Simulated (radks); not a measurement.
The nuclear charge of neutral promethium is varied continuously with 61 electrons held in [Xe] 4f5 6s2. Method: scalar-relativistic Kohn-Sham, BLYP, spin-polarised, spherical densities, point nucleus; open shells are filled with parallel spins first (spin-orbit coupling, left out, can overturn this in heavy ions); computed with a radial shooting solver on a logarithmic mesh with Libxc functionals. By the Hellmann-Feynman theorem dE/dZ = E(electron-nucleus)/Z, the electronic potential at the nucleus. The scalar-relativistic energy here is not variational (the density holds large components alone), so the two differ by a part that grows with Z.

Z,E (hartree),E(electron-nucleus)/Z (hartree),HOMO,e(HOMO) (eV),<r> HOMO (bohr)
60.75,-9921.4033,-397.112,4f,-0.031,1.111
61,-10021.4926,-399.487,4f,-2.874,1.044
61.25,-10122.1825,-401.855,6s,-4.725,4.192
61.5,-10223.4717,-404.219,6s,-6.285,3.989
61.75,-10325.3597,-406.582,6s,-7.953,3.815
62,-10427.8465,-408.944,6s,-9.720,3.664

The central difference of E at Z = 61 is -401.558 hartree, to compare with the third column; the second derivative is -9.61 hartree.
